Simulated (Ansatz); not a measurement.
BMe2(nacnacH) (C₅H₁₁BN₂) was relaxed with PBE-D4 (def2-SVP) in Ansatz in these states: charge +1 doublet, neutral singlet. The geometries follow in no particular order.

A:

```xyz
19

B     0.142   -0.139   -0.510
C     0.841    0.848   -1.661
H     0.984    1.862   -1.236
H     0.187    0.900   -2.552
H     1.817    0.426   -1.968
C    -0.036   -1.636   -1.228
H    -0.499   -2.336   -0.505
H     0.955   -2.016   -1.542
H    -0.676   -1.542   -2.126
N    -1.209    0.417   -0.059
C    -1.545    0.750    1.180
C    -0.625    0.610    2.241
C     0.666    0.107    1.972
N     1.020   -0.231    0.739
H    -1.932    0.547   -0.779
H    -2.559    1.142    1.367
H    -0.910    0.888    3.263
H     1.401   -0.010    2.785
H     1.976   -0.589    0.620
```

B:

```xyz
19

B     0.047    0.547    0.322
C    -0.774    0.847    1.695
H    -1.422   -0.001    2.007
H    -1.429    1.742    1.595
H    -0.088    1.067    2.544
C     0.999    1.778   -0.150
H     1.555    1.561   -1.088
H     1.753    2.036    0.627
H     0.412    2.709   -0.323
N    -0.967    0.164   -0.845
C    -1.034   -0.987   -1.494
C    -0.176   -2.066   -1.217
C     0.787   -1.901   -0.206
N     0.912   -0.779    0.485
H    -1.639    0.882   -1.126
H    -1.800   -1.090   -2.284
H    -0.256   -3.007   -1.772
H     1.473   -2.734    0.033
H     1.646   -0.767    1.198
```

Q: Judge from the bond lengths which geometry belongs to which state (an estimate).

A: A is the charge +1 doublet (B1–N10 1.529 Å, B1–N14 1.529 Å, B1–C6 1.670 Å); B is the neutral singlet (B1–N10 1.592 Å, B1–N14 1.592 Å, B1–C6 1.627 Å).
